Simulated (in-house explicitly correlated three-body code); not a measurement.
Computed with an exponentially correlated three-body code. Model: two electrons around a point charge, non-relativistic, variational in 260 exponentially correlated functions (energies converged to about 1e-7 hartree, or 1e-8 relative for large Z).

For two electrons in a singlet the Kohn-Sham orbital is the square root of half the density, so the exact Kohn-Sham potential and energy parts follow from the density alone, and exchange is minus half the Hartree energy. The Kohn-Sham level equals minus the binding energy of the second electron.

Command:
```bash
python run_hyl.py task.json out
```
Settings (lengths in bohr, energies in hartree):
```
Z                      1.4
interaction_strength   1
functions              260
states_tried           13
```

Cost of the run: 34 s on 1 thread of Intel(R) Xeon(R) Platinum 8488C (Sapphire Rapids), on a shared host.

**Those bound S and P states to n = 4 that converged, binding against the one-electron ion.**

Given: nuclear charge 1.4.

Computed: one-electron threshold -0.98 hartree.

```json
{"term": "1 1S", "energy (hartree)": "-1.23757713", "binding (eV)": "7.009", "quantum defect": "0.4427"}
{"term": "2 3S", "energy (hartree)": "-1.01596897", "binding (eV)": "0.97877", "quantum defect": "0.50865"}
{"term": "2 1S", "energy (hartree)": "-1.00790551", "binding (eV)": "0.75935", "quantum defect": "0.30683"}
{"term": "2 3P", "energy (hartree)": "-1.00085949", "binding (eV)": "0.56762", "quantum defect": "0.041637"}
{"term": "2 1P", "energy (hartree)": "-1.00003121", "binding (eV)": "0.54508", "quantum defect": "0.0015587"}
{"term": "3 3S", "energy (hartree)": "-0.992805544", "binding (eV)": "0.34846", "quantum defect": "0.50054"}
{"term": "3 1S", "energy (hartree)": "-0.990958253", "binding (eV)": "0.29819", "quantum defect": "0.29807"}
{"term": "3 3P", "energy (hartree)": "-0.989169474", "binding (eV)": "0.24951", "quantum defect": "0.046256"}
{"term": "3 1P", "energy (hartree)": "-0.988890587", "binding (eV)": "0.24193", "quantum defect": "0.00028655"}
{"term": "4 1S", "energy (hartree)": "?", "binding (eV)": "?", "quantum defect": "?"}
{"term": "4 3P", "energy (hartree)": "?", "binding (eV)": "?", "quantum defect": "?"}
{"term": "4 1P", "energy (hartree)": "-0.984999664", "binding (eV)": "0.13605", "quantum defect": "-0.00013433"}
```

(1) What belongs in the row 4 1S?

(2) What belongs in the row 4 3P?

**Converged states only, values per electron or pair.**

| term | mean r (bohr) | mean r squared (bohr²) | mean inverse r (1/bohr) | mean r12 (bohr) | mean inverse r12 (1/bohr) | mean cosine | mean p1 dot p2 (bohr⁻²) | delta r1 (bohr⁻³) | delta r12 (bohr⁻³) |
| --- | --- | --- | --- | --- | --- | --- | --- | --- | --- |
| 1 1S | 1.4963 | 3.1936 | 1.0885 | 2.3399 | 0.57258 | -0.087808 | 0.083049 | 0.53731 | 0.020495 |
| 2 3S | 4.7742 | 43.637 | 0.77651 | 8.5795 | 0.14229 | -0.015044 | 0.0020671 | 0.44231 | - |
| 2 1S | ? | ? | ? | ? | ? | ? | ? | ? | ? |
| 2 3P | 6.4272 | 84.987 | 0.75313 | 11.856 | 0.10705 | -0.013072 | -0.0047657 | 0.43544 | - |
| 2 1P | 6.7844 | 94.408 | 0.74986 | 12.559 | 0.099533 | -0.0072231 | 0.0031232 | 0.43665 | 1.7999e-05 |
| 3 3S | 12.29 | 316.56 | 0.72913 | 23.543 | 0.055956 | -0.0033771 | 0.00045295 | 0.43794 | - |
| 3 1S | 14.279 | 430.31 | 0.72533 | 27.515 | 0.049021 | -0.0027359 | 0.0006929 | 0.43774 | 0.00019337 |
| 3 3P | 15.609 | 526.03 | 0.72323 | 30.175 | 0.046704 | -0.0038905 | -0.0015571 | 0.43631 | - |
| 3 1P | 16.166 | 563.39 | 0.72215 | 31.286 | 0.044231 | -0.0020467 | 0.0010493 | 0.4367 | 6.1886e-06 |
| 4 1S | 26.307 | 1496 | 0.71377 | 51.558 | 0.026908 | -0.0010795 | 0.00026987 | 0.43712 | 7.5753e-05 |
| 4 3P | ? | ? | ? | ? | ? | ? | ? | ? | - |
| 4 1P | 29.294 | 1876.5 | 0.71246 | 57.531 | 0.0249 | -0.00085011 | 0.0004597 | 0.43676 | 2.7039e-06 |

(3) What belongs in the row 2 1S?

(4) What belongs in the row 4 3P?

**Exact Kohn-Sham parts of the ground state from its density.**

Computed: total energy -1.23757713 hartree; Kohn-Sham kinetic 1.2048 hartree; Hartree energy 1.2922 hartree; exchange energy -0.64612 hartree; DFT correlation energy -0.040737 hartree; kinetic part of the DFT correlation energy 0.032803 hartree; exact minus restricted Hartree-Fock -0.04047 hartree; Kohn-Sham level -7.009 eV; restricted Hartree-Fock level -7.4553 eV; C6 of two such species 28.347 hartree·bohr⁶.

(5) What is the dipole polarisability?

(6) What is the potential part of the DFT correlation energy?

**Density and exact potentials over r, pair density (one pair, times 4 pi r12^2) and exact minus Kohn-Sham pair density over r12.**

```tsv
radius (bohr)	radial density (electrons/bohr)	exchange potential (hartree)	intracule density (1/bohr)	Coulomb hole against Kohn-Sham (1/bohr)	correlation potential (hartree)
0.148	0.19636	-1.0683	0.0063361	-0.007514	-0.055
0.175	?	?	?	?	?
0.206	0.32486	-1.0523	0.012642	-0.01365	-0.047
0.243	0.40909	-1.0405	0.01785	-0.01816	-0.042
0.286	0.50503	-1.0255	0.025051	-0.02378	-0.035
0.337	0.61241	-1.0064	0.035146	-0.03073	-0.027
0.397	0.72601	-0.98266	0.049055	-0.03892	-0.018
0.468	0.83937	-0.95333	0.068068	-0.04807	-0.008
0.552	0.94256	-0.91784	0.093546	-0.05742	0.003
0.651	1.0234	-0.87595	0.12662	-0.06558	0.014
0.768	1.07	-0.82752	0.168	-0.07052	0.023
0.905	?	?	?	?	?
1.07	1.0249	-0.71301	0.27088	-0.06092	0.035
1.26	0.9314	-0.65032	0.32239	-0.04348	0.036
1.48	0.80255	-0.58666	0.36287	-0.01945	0.033
1.75	0.6447	-0.52031	0.38306	0.007822	0.027
2.06	0.48561	-0.45758	0.37189	0.02945	0.02
2.43	0.33624	-0.39761	0.32663	0.03999	0.013
2.86	0.21345	-0.34325	0.25557	0.03732	0.008
3.37	0.12123	-0.29411	0.17367	0.02554	0.004
3.98	0.059941	-0.25032	0.099317	0.01193	0.001
4.69	0.025676	-0.21293	0.047246	0.00281	0
5.53	0.009149	-0.18076	0.017989	-0.0007882	0
```

(7) What belongs in the row 0.175?

(8) What belongs in the row 0.905?

## Answers

(1) energy (hartree): -0.985829402; binding (eV): 0.15863; quantum defect: 0.29547.

(2) energy (hartree): -0.98512157; binding (eV): 0.13937; quantum defect: 0.047759.

(3) mean r (bohr): 5.9999; mean r squared (bohr²): 70.684; mean inverse r (1/bohr): 0.76138; mean r12 (bohr): 11.003; mean inverse r12 (1/bohr): 0.11604; mean cosine: -0.010514; mean p1 dot p2 (bohr⁻²): 0.002776; delta r1 (bohr⁻³): 0.44077; delta r12 (bohr⁻³): 0.00076822.

(4) mean r (bohr): 28.546; mean r squared (bohr²): 1783.2; mean inverse r (1/bohr): 0.71293; mean r12 (bohr): 56.037; mean inverse r12 (1/bohr): 0.025972; mean cosine: -0.0016326; mean p1 dot p2 (bohr⁻²): -0.00067182; delta r1 (bohr⁻³): 0.43654.

(5) 10.448 bohr³.

(6) -0.07354 hartree.

(7) radial density (electrons/bohr): 0.25503; exchange potential (hartree): -1.0613; intracule density (1/bohr): 0.0089905; Coulomb hole against Kohn-Sham (1/bohr): -0.01021; correlation potential (hartree): -0.052.

(8) radial density (electrons/bohr): 1.0725; exchange potential (hartree): -0.77343; intracule density (1/bohr): 0.2166; Coulomb hole against Kohn-Sham (1/bohr): -0.06978; correlation potential (hartree): 0.031.

The correlation energy of density-functional theory lies 0.27 millihartree below exact minus Hartree-Fock, because the Hartree-Fock density, unlike the exact one, minimises the Hartree-Fock energy.
